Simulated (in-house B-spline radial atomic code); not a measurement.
The numbers below are computed, except where a source is named.
**Two electrons in Si: a parabolic dot with ħω = 0.78 meV in all three directions**

For Si the NSM archive of the Ioffe Institute lists m_l = 0.98 m0, m_t = 0.19 m0 and ε = 11.7; the model takes one isotropic valley with the conductivity mass 3/(1/m_l + 2/m_t) = 0.26 m0, and so misses anisotropy and the other valleys. All triplets below are those of one valley; with several valleys two electrons can form a triplet in the 1s orbital itself, at an energy set by the valley splitting.

Effective-mass model with parabolic bands, a uniform dielectric constant, no image charges, no central-cell or spin-orbit terms. Two-electron levels come from full CI in B-splines with partial waves to l = 5 (up to 0.001 effective hartree above the limit).

Q: What are the effective units, and what is the potential in them?

A: Ha* = 27211.386 meV × 0.26/11.7² = 51.68 meV and a* = 0.0529177 nm × 11.7/0.26 = 2.381 nm. The frequency is ω = 0.0151 Ha*. The one-electron levels are 3ω/2 = 0.0226 and 5ω/2 = 0.0377 Ha*.

In these units the lowest s and p orbitals lie at 0.022650 and 0.037750, and their Coulomb and exchange integrals are J_ss = 0.098046, J_sp = 0.081705 and K_sp = 0.01634. (For a parabolic well J_ss = √(2ω/π).) Full CI gives 0.108960 for the ground singlet, 0.113721 for the sp triplet, 0.124060 for the sp singlet and 0.128821 for the lowest triplet of two s orbitals.

Q: What does it cost to add the second electron, to first order and exactly?

A: To first order E = 2ε_s + J_ss = 0.143346, so the charging energy E(2) − 2E(1) is J_ss = 5.067 meV. CI gives 0.108960 − 2 × (0.022650) = 0.063660, or 3.29 meV: relaxation and correlation lower it by 1.777 meV, 35.1 % of J_ss. The s² configuration of one-electron orbitals holds 50.1 % of the state, and the mean radius is 30.6 nm.

Q: How far above the singlet do the triplets lie?

A: To first order the sp triplet lies at ε_s + ε_p + J_sp − K_sp = 0.125764, which is 0.9087 meV below 2ε_s + J_ss, so first order fails: the exact ground state of two electrons is a singlet. CI gives 0.113721 − (0.108960) = 0.004761, or 0.2461 meV, 32 % of the orbital spacing of 0.7804 meV. The ss triplet lies 1.027 meV up, so the lower of the two is the sp one, and its gap equals k_BT at 2.86 K. The sp singlet-triplet splitting is 0.5344 meV, against 2K_sp = 1.689 meV. The sp singlet lies ħω above the ground state (0.015100 against 0.0151), as Kohn's theorem demands for a parabolic well. With the repulsion this large beside the spacing the electrons keep apart, as in a Wigner molecule, and the splitting shrinks.
